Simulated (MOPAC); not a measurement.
A run for MOPAC: PM3 on BrGeH3 (SMILES [GeH3][Br]), a point of a bond scan (R = 2.099 Å).

```
PM3 1SCF PRECISE CHARGE=0 THREADS=1
BrGeH3

Ge    -1.14560058 1     0.04679150 1     0.00463248 1
Br     0.95125813 1    -0.03885368 1    -0.00384662 1
H     -1.53993749 1     1.48382174 1    -0.35409628 1
H     -1.60695799 1    -0.33231658 1     1.41625220 1
H     -1.64237120 1    -0.95588990 1    -1.04278950 1
```

The log:

```
*******************************************************************************
 **                                                                           **
 **                              MOPAC v23.2.5                                **
 **                                                                           **
 *******************************************************************************
 ** MOPAC's Digital Object Identifier: https://doi.org/10.5281/zenodo.6511958 **
 **                                                                           **
 ** Please cite the open-source release paper for use of this MOPAC version:  **
 ** J. E. Moussa and J. J. P. Stewart (2026)                                  **
 ** MOPAC: An open-source semiempirical molecular orbital program             **
 ** J. Open Source Softw., 11(119), 8025, https://doi.org/10.21105/joss.08025 **
 *******************************************************************************

                              PM3 CALCULATION RESULTS

 *******************************************************************************
 *  PM3        - The PM3 Hamiltonian to be used
 *
 *
 *
 *                 CHARGE ON SYSTEM = 0
 *
 *
 *
 *  PRECISE    - TIGHTER CRITERIA TO BE USED
 *  1SCF       - DO 1 SCF AND THEN STOP
 *  THREADS=1  - MULTI-THREADING NOT USED
 *  T=         - A TIME OF 172800.0 SECONDS REQUESTED
 *  DUMP=N     - RESTART FILE WRITTEN EVERY 7200.0 SECONDS REQUESTED
 *******************************************************************************
PM3 1SCF PRECISE CHARGE=0 THREADS=1
 BrGeH3

   ATOM   CHEMICAL          X               Y               Z
  NUMBER   SYMBOL      (ANGSTROMS)     (ANGSTROMS)     (ANGSTROMS)

     1      Ge         -1.14560058  *   0.04679150  *   0.00463248  *
     2      Br          0.95125813  *  -0.03885368  *  -0.00384662  *
     3       H         -1.53993749  *   1.48382174  *  -0.35409628  *
     4       H         -1.60695799  *  -0.33231658  *   1.41625220  *
     5       H         -1.64237120  *  -0.95588990  *  -1.04278950  *



          CARTESIAN COORDINATES

    NO.       ATOM           X           Y           Z

     1        Ge         -1.1456      0.0468      0.0046
     2        Br          0.9513     -0.0389     -0.0038
     3         H         -1.5399      1.4838     -0.3541
     4         H         -1.6070     -0.3323      1.4163
     5         H         -1.6424     -0.9559     -1.0428

  H: (PM3): J. J. P. STEWART, J. COMP. CHEM. 10, 209 (1989).
 Ge: (PM3): J. J. P. STEWART, J. COMP. CHEM. 12, 320-341 (1991).
 Br: (PM3): J. J. P. STEWART, J. COMP. CHEM. 10, 209 (1989).

           Empirical Formula: H3 Ge Br  =     5 atoms



      MOLECULAR POINT GROUP   :   C3v


      RHF CALCULATION, NO. OF DOUBLY OCCUPIED LEVELS = 7


 -------------------------------------------------------------------------------
 PM3 1SCF PRECISE CHARGE=0 THREADS=1
 BrGeH3



     1SCF WAS SPECIFIED, SO BFGS WAS NOT USED
     SCF FIELD WAS ACHIEVED


                              PM3 CALCULATION
                                                       MOPAC v23.2.5 Linux




          FINAL HEAT OF FORMATION =          8.53333 KCAL/MOL =      35.70347 KJ/MOL


          COSMO AREA              =        100.75 SQUARE ANGSTROMS
          COSMO VOLUME            =         88.62 CUBIC ANGSTROMS

          IONIZATION POTENTIAL    =         11.876594 EV
          HOMO LUMO ENERGIES (EV) =        -11.877 -1.571
          NO. OF FILLED LEVELS    =          7
          MOLECULAR WEIGHT        =        155.5177         POINT GROUP:  C3v

          MOLECULAR DIMENSIONS (Angstroms)

            Atom       Atom       Distance
            H     3   Br     2     2.94062
            H     5    H     4     2.53712
            H     3    H     4     1.90521


          SCF CALCULATIONS        =          1





   ATOM   CHEMICAL          X               Y               Z
  NUMBER   SYMBOL      (ANGSTROMS)     (ANGSTROMS)     (ANGSTROMS)

     1      Ge         -1.14560058  *   0.04679150  *   0.00463248  *
     2      Br          0.95125813  *  -0.03885368  *  -0.00384662  *
     3       H         -1.53993749  *   1.48382174  *  -0.35409628  *
     4       H         -1.60695799  *  -0.33231658  *   1.41625220  *
     5       H         -1.64237120  *  -0.95588990  *  -1.04278950  *

                             CARTESIAN COORDINATES

   1   Ge       -1.145600580     0.046791500     0.004632480
   2   Br        0.951258130    -0.038853680    -0.003846620
   3    H       -1.539937490     1.483821740    -0.354096280
   4    H       -1.606957990    -0.332316580     1.416252200
   5    H       -1.642371200    -0.955889900    -1.042789500


           Empirical Formula: H3 Ge Br  =     5 atoms



      MOLECULAR POINT GROUP   :   C3v


                  EIGENVALUES
 -19.49760 -16.82287 -13.98913 -13.98913 -13.60856 -11.87659 -11.87659  -1.57072
  -0.06758  -0.06758   2.16873


              NET ATOMIC CHARGES AND DIPOLE CONTRIBUTIONS

  ATOM NO.   TYPE          CHARGE      No. of ELECS.   s-Pop       p-Pop
    1         Ge           0.458867        3.5411     0.70543     2.83571
    2         Br          -0.332360        7.3324     1.78275     5.54960
    3          H          -0.042169        1.0422     1.04217
    4          H          -0.042169        1.0422     1.04217
    5          H          -0.042169        1.0422     1.04217
 DIPOLE           X         Y         Z       TOTAL
 POINT-CHG.    -3.073     0.126     0.012     3.076
 HYBRID         0.149    -0.006    -0.001     0.149
 SUM           -2.925     0.119     0.012     2.927


          ATOMIC ORBITAL ELECTRON POPULATIONS

     Atom    s        px        py        pz
    1 Ge   0.70543   0.72879   1.05319   1.05373
    2 Br   1.78275   1.56615   1.99137   1.99208
    3  H   1.04217
    4  H   1.04217
    5  H   1.04217

 **********************
 *                    *
 * JOB ENDED NORMALLY *
 *                    *
 **********************




 == MOPAC DONE ==
```

The run finished.

Cost: about 0.020 core-seconds (a rough figure).
